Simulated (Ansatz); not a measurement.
Species: CHClF, net charge -1, singlet state. It need not be the lowest isomer of its formula. Whether it binds its extra electron was not tested at this geometry. 
Coordinates optimised at B3LYP-D3(BJ)/def2-TZVP (Ansatz, a program for electronic structure):
```xyz
4

F     -1.4361     0.7795    -0.0778
C     -0.8784    -0.4999     0.2394
Cl     1.1272    -0.1769     0.0006
H     -0.9665    -1.0083    -0.7469
```
Charge -1, spin multiplicity 1.

Total electronic energies in hartree. Valence correlation only, unless marked. Spin-orbit coupling is left out. Non-relativistic. CBS marks a two-point X^-3 extrapolation of the correlation energy; Hartree-Fock from the larger set. The bracket is a focal-point correction in the basis named.

```tsv
level	program	energy (Eh)
PBE-D3(BJ)/def2-TZVPD	Ansatz + dftd3	-598.46490
BLYP-D4/def2-TZVPD	Ansatz + dftd4	-598.77972
PBE0-D4/def2-TZVP	Ansatz + dftd4	-598.48816
PBE0-D4/def2-TZVPD	Ansatz + dftd4	-598.49513
MP2/cc-pV(T+d)Z	Ansatz	-598.00485
MP2/cc-pVTZ	Ansatz	-598.00362
MP2/cc-pV(Q+d)Z	Ansatz	-598.08015
RI-MP2/aug-cc-pV(T+d)Z	Ansatz	-598.03423
RI-MP2/aug-cc-pV(Q+d)Z	Ansatz	-598.09316
SCS-MP2/STO-3G	Ansatz	-590.48222
CCSD/cc-pV(D+d)Z	Ansatz	-597.81408
CCSD/aug-cc-pV(T+d)Z	Ansatz	-598.05717
CCSD(T)/aug-cc-pV(T+d)Z	Ansatz	-598.08614
CCSD(T)/cc-pVTZ	Ansatz	-598.05326
RI-MP2/CBS(aug-cc-pV(T+d)Z,aug-cc-pV(Q+d)Z)+[CCSD(T)-MP2]/aug-cc-pV(T+d)Z	Ansatz	-598.1793
```

Totals of different functionals don't rank their quality; only differences between species are comparable.
